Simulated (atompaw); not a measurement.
## Logarithmic derivatives: gold (Au), PAW (atompaw)

gold (Au), PAW, made with atompaw 4.2.0.5 (LDA (PW92), scalar-relativistic). Core [Kr] 4d10 4f14, reference 5s2 5p6 5d10 6s0 6p1. Waves: 5s (bound); 6s (bound, empty); 5p (bound); 6p (bound); 5d (bound); 5d channel at 1.81 Ry. Local part: troulliermartins scheme with l = 3 at 0 Ry, radius 1.80 bohr. Core correction: smooth core density matched at 1.15 bohr. Augmentation charge: sinc compensation charge, radius 1.80 bohr; PAW radius 2.10 bohr; waves and projectors: bloechl.

The phase is arctan(r·u′/u) with u = r·R(r), unwrapped; energies in Ry, scanned from -10 to 5 Ry. A pole is an energy at which the radial function vanishes at the test radius. The pseudo phase is shifted by a multiple of π to meet the all-electron one at the reference energy, and phase errors are pseudo minus all-electron; the curves can meet again beyond the range given. Levels narrower than the energy grid can be missing from the lists of poles.

| channel | radius (bohr) | reference energy (Ry) | poles, all-electron | poles, pseudo | unbroken range about the reference energy with phases within 0.05 rad | phase error 1 Ry above the reference energy (rad) |
| --- | --- | --- | --- | --- | --- | --- |
| s | 2.10 | -0.56 | -8.09, 4.21 | -8.09, 3.63 | below 4.4 | -0.007 |
| p | 2.10 | -0.15 | -4.37 | -4.37 | the whole range | -0.002 |
| d | 2.10 | -0.68 | 0.28 | 0.28 | the whole range | -0.000 |

Phases in the s channel:

```csv
E (Ry),all-electron,pseudo
-10.00,1.397,1.396
-9.52,1.388,1.387
-9.04,1.374,1.373
-8.56,1.335,1.334
-8.08,-1.595,-1.595
-7.60,-1.729,-1.730
-7.12,-1.752,-1.753
-6.64,-1.766,-1.768
-6.16,-1.780,-1.781
-5.68,-1.794,-1.795
-5.20,-1.809,-1.810
-4.72,-1.827,-1.828
-4.24,-1.847,-1.849
-3.76,-1.873,-1.875
-3.28,-1.905,-1.907
-2.80,-1.949,-1.950
-2.32,-2.009,-2.010
-1.84,-2.098,-2.100
-1.36,-2.244,-2.245
-0.88,-2.507,-2.507
-0.40,-2.998,-2.999
0.08,-3.641,-3.645
0.56,-4.082,-4.091
1.04,-4.317,-4.327
1.52,-4.449,-4.462
2.00,-4.533,-4.549
2.48,-4.591,-4.610
2.96,-4.635,-4.658
3.44,-4.669,-4.698
3.92,-4.697,-4.735
4.40,-4.722,-4.772
4.88,-4.744,-4.814
```
